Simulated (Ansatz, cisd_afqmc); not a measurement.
Species: O, charge 0, triplet.

Total energies in def2-QZVPPD, 6 correlated electrons, 1 frozen orbitals. Open shells are spin-unrestricted; no spin-orbit coupling. Correlated methods leave the cores frozen. No relativity. The Monte Carlo rows (phaseless AFQMC, CISD trial, step 0.005/hartree) carry one-sigma bars that omit the constraint's bias. Outlying blocks are dropped, and bars are widened where a walk drifts. Over all cases where full CI ran beside it in this data, AFQMC minus full CI had a median of +0.1 mEh and passed +0.4 mEh in a tenth of the cases.

```tsv
method	program	energy (Eh)	minus CCSDT(Q) (mEh)
HF	Ansatz	-74.81870	176.09
MP2	Ansatz	-74.97558	19.22
CCSD	Ansatz	-74.99063	4.17
CCSD(T)	Ansatz	-74.99438	0.41
CCSDT(Q)	Ansatz	-74.99479	0.00
AFQMC/CISD	cisd_afqmc	-74.9945 ± 0.0002	0.2 ± 0.2
```

Ansatz is an electronic-structure program.
